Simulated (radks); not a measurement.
Species: Pr2+. Configuration: [Xe] 4f3. Method: Dirac Kohn-Sham, Slater X-alpha with alpha = 0.774, spin-unpolarised, spherical densities, point nucleus; open shells are shared between the two j in proportion to 2j + 1; computed with a radial shooting solver on a logarithmic mesh with Libxc functionals.

Radial electron density D(r) = 4 pi r^2 rho(r):

```
   r/bohr * D(r) (the largest magnitude, 102, reaches the edge; | marks zero)
 0.001124 | *
 0.001487 |  *
 0.001968 |    *
 0.002604 |       *
 0.003445 |          *
 0.004559 |               *
 0.006032 |                      *
 0.007981 |                             *
  0.01056 |                                    *
  0.01397 |                                         *
  0.01834 |                                          *
  0.02426 |                                       *
  0.03211 |                                     *
  0.04248 |                                        *
  0.05621 |                                                 *
  0.07437 |                                                      *
   0.0984 |                                                *
   0.1302 |                                        *
   0.1723 |                                           *
   0.2279 |                                              *
   0.3016 |                              *
    0.399 |                 *
    0.528 |                   *
   0.6986 |                 *
   0.9243 |         *
    1.223 |     *
    1.618 |   *
    2.141 | *
    2.833 *
    3.748 *
    4.959 *
```

D(r) has 4 maxima, at r = 0.0169, 0.0744, 0.209, 0.577 bohr, and minima at 0.0326, 0.138, 0.422 bohr, inside which lie 2.02, 11.21, 29.11 electrons.
